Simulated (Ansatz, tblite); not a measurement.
Forces on `[CH3][Ge]1([CH3])[CH]=CC=[C]1[C]1=CC=[C]([C]2=CC=[CH][Ge]2([CH3])[CH3])[Ge]1([CH3])[CH3]` at its PBE-D4/def2-SVP geometry. The state is a singlet with charge 0.

The xTB rows come from tblite. Single mean-field runs in def2-TZVP are fitted with def2-universal-jkfit.

GFN2-xTB (tblite), largest force 1.14 eV/Å:

```xyz
47
positions Å, forces eV/Å
C    -4.225   -2.590   -0.490   -0.597    0.243   -0.509
Ge   -2.842   -3.184    0.779    0.138    0.058   -0.040
C    -3.301   -2.652    2.619   -0.220    0.217    0.761
C    -2.338   -5.067    0.592    1.034   -0.376   -0.314
C    -1.028   -5.100    0.203   -0.469    0.096    0.141
C    -0.319   -3.833    0.018   -0.287    0.400    0.093
C    -1.003   -2.653    0.244    0.448   -0.619   -0.145
C    -0.462   -1.339    0.110   -0.490    0.579    0.156
C    -1.150   -0.155    0.337    0.290   -0.356   -0.092
C    -0.463    1.105    0.158    0.443   -0.076   -0.133
C     0.868    1.100   -0.236   -0.730    0.140    0.219
C     1.676    2.256   -0.452    0.741   -0.082   -0.221
C     3.002    2.252   -0.845   -0.478    0.051    0.142
C     3.684    3.535   -1.022   -0.320    0.369    0.102
C     2.984    4.687   -0.791    0.842   -0.729   -0.264
Ge    1.170    4.169   -0.264    0.023   -0.152   -0.010
C     0.693    4.670    1.580   -0.211    0.233    0.758
C    -0.229    4.734   -1.529   -0.588    0.259   -0.512
Ge    1.371   -0.808   -0.423   -0.072    0.042    0.022
C     1.831   -1.320   -2.266    0.222   -0.233   -0.791
C     2.756   -1.383    0.851    0.614   -0.259    0.533
H    -4.323   -1.487   -0.459   -0.002   -0.691   -0.077
H    -5.205   -3.040   -0.236    0.567    0.307   -0.221
H    -3.948   -2.892   -1.518   -0.241    0.215    0.594
H    -3.387   -1.550    2.687    0.032   -0.693    0.040
H    -2.511   -2.989    3.317   -0.523    0.234   -0.357
H    -4.265   -3.103    2.925    0.598    0.305   -0.113
H    -2.929   -5.981    0.749    0.450    0.609   -0.121
H    -0.484   -6.045    0.023   -0.301    0.617    0.101
H     0.741   -3.844   -0.297   -0.641    0.001    0.190
H    -2.210   -0.152    0.650    0.621   -0.014   -0.184
H    -1.009    2.049    0.338    0.330   -0.546   -0.109
H     3.554    1.313   -1.028   -0.330    0.571    0.109
H     4.743    3.536   -1.336   -0.664   -0.048    0.196
H     3.435    5.683   -0.905   -0.272   -0.714    0.066
H     1.488    4.341    2.277   -0.524    0.235   -0.357
H    -0.258    4.185    1.874    0.596    0.342   -0.106
H     0.573    5.768    1.666    0.063   -0.678    0.027
H     0.053    4.439   -2.558   -0.241    0.216    0.594
H    -1.193    4.250   -1.274    0.562    0.343   -0.223
H    -0.364    5.833   -1.495    0.030   -0.676   -0.082
H     2.787   -0.851   -2.571   -0.598   -0.331    0.107
H     1.932   -2.421   -2.348   -0.042    0.690   -0.038
H     1.035   -0.985   -2.958    0.527   -0.237    0.353
H     2.873   -2.484    0.824   -0.008    0.688    0.080
H     3.728   -0.915    0.603   -0.564   -0.333    0.224
H     2.469   -1.082    1.877    0.246   -0.218   -0.592
```

PBE-D4/def2-TZVP (Ansatz), largest force 0.35 eV/Å:

```
C -0.222 0.089 -0.208
Ge 0.035 -0.016 -0.011
C -0.072 0.079 0.299
C 0.243 -0.236 -0.077
C -0.163 -0.069 0.047
C -0.033 0.189 0.013
C 0.250 -0.064 -0.076
C -0.246 0.053 0.073
C 0.039 -0.156 -0.014
C 0.149 0.046 -0.043
C -0.170 0.192 0.054
C 0.181 -0.191 -0.058
C -0.173 -0.068 0.050
C -0.027 0.181 0.011
C 0.320 -0.095 -0.096
Ge 0.031 -0.023 -0.009
C -0.069 0.083 0.298
C -0.220 0.093 -0.209
Ge -0.033 0.019 0.010
C 0.067 -0.079 -0.300
C 0.218 -0.089 0.212
H 0.025 -0.299 -0.008
H 0.270 0.123 -0.070
H -0.079 0.084 0.283
H 0.022 -0.299 -0.018
H -0.219 0.093 -0.191
H 0.265 0.124 -0.084
H 0.184 0.273 -0.049
H -0.153 0.261 0.050
H -0.282 -0.002 0.084
H 0.278 0.002 -0.082
H 0.141 -0.249 -0.047
H -0.143 0.252 0.048
H -0.294 0.002 0.088
H -0.131 -0.304 0.032
H -0.220 0.092 -0.191
H 0.257 0.133 -0.079
H 0.033 -0.302 -0.023
H -0.079 0.082 0.283
H 0.261 0.132 -0.069
H 0.037 -0.302 -0.010
H -0.262 -0.130 0.081
H -0.027 0.301 0.020
H 0.222 -0.094 0.189
H -0.031 0.301 0.009
H -0.265 -0.129 0.069
H 0.082 -0.085 -0.283
```

PBE0-D4/def2-TZVP (Ansatz), largest force 0.85 eV/Å:

```
C -0.191 0.080 -0.192
Ge 0.110 -0.030 -0.033
C -0.055 0.071 0.269
C 0.716 -0.223 -0.217
C -0.687 -0.190 0.200
C -0.201 0.809 0.076
C 0.302 -0.748 -0.104
C -0.304 0.747 0.104
C 0.190 -0.827 -0.072
C 0.780 0.255 -0.226
C -0.773 -0.113 0.227
C 0.772 0.114 -0.227
C -0.771 -0.236 0.223
C -0.196 0.710 0.072
C 0.552 -0.524 -0.173
Ge 0.081 -0.082 -0.025
C -0.057 0.066 0.269
C -0.194 0.075 -0.192
Ge -0.118 0.069 0.036
C 0.052 -0.067 -0.274
C 0.192 -0.076 0.198
H 0.042 -0.536 -0.017
H 0.479 0.221 -0.123
H -0.138 0.149 0.502
H 0.038 -0.535 -0.029
H -0.387 0.166 -0.339
H 0.471 0.222 -0.150
H 0.346 0.474 -0.093
H -0.292 0.490 0.096
H -0.538 0.003 0.159
H 0.535 0.001 -0.159
H 0.274 -0.478 -0.091
H -0.278 0.478 0.092
H -0.555 0.008 0.165
H -0.214 -0.551 0.052
H -0.390 0.161 -0.339
H 0.461 0.239 -0.139
H 0.057 -0.537 -0.042
H -0.140 0.145 0.502
H 0.465 0.239 -0.126
H 0.065 -0.538 -0.016
H -0.466 -0.233 0.146
H -0.046 0.537 0.037
H 0.392 -0.165 0.338
H -0.053 0.538 0.014
H -0.472 -0.232 0.123
H 0.143 -0.149 -0.503
```
